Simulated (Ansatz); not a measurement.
Computed with Ansatz on PBE0-D4/def2-TZVP structures; ΔE is electronic, products minus reactants. CBS: MP2 limit from def2 TZ/QZ plus the TZ coupled-cluster correction, frozen cores. This one scheme is used for every species. def2 core potentials past Kr. For Sb outer-core shells are correlated without core-valence functions, which leaves a few kJ/mol of doubt a bond. One conformer a species, not always the lowest.

Consider the ligand exchange at the Si–S bond: `C[SiH2][S][SbH2]` + `OCO` → `C[SiH2]OCO` + `[SH][SbH2]`.

```tsv
species	MP2/def2-TZVPP energy (Eh)
`C[SiH2][S][SbH2]`	-968.58930
`OCO`	-190.65707
`C[SiH2]OCO`	-520.16110
`[SH][SbH2]`	-639.09287
```

(1) Work out ΔE.

Largest T1 diagnostic among the species: 0.013.

Answers

(1) ΔE = (-520.16110) + (-639.09287) − (-968.58930) − (-190.65707) = -0.00760 Eh = -20.0 kJ/mol. CCSD(T)/CBS gives -21.2 kJ/mol.

In def2-TZVPP, CCSD(T) changes the Hartree–Fock value by +16.2 kJ/mol (the triples alone add +3.4 kJ/mol) and MP2 by +21.6 kJ/mol. The D4 term adds +5.4 kJ/mol with B3LYP and +2.9 kJ/mol with PBE0; it sums over pairs of atoms, weighted by their polarisabilities, and B3LYP, whose exchange is more repulsive, gets the larger term.

B3LYP here is the variant with VWN-RPA as its local correlation; programs differ in this.
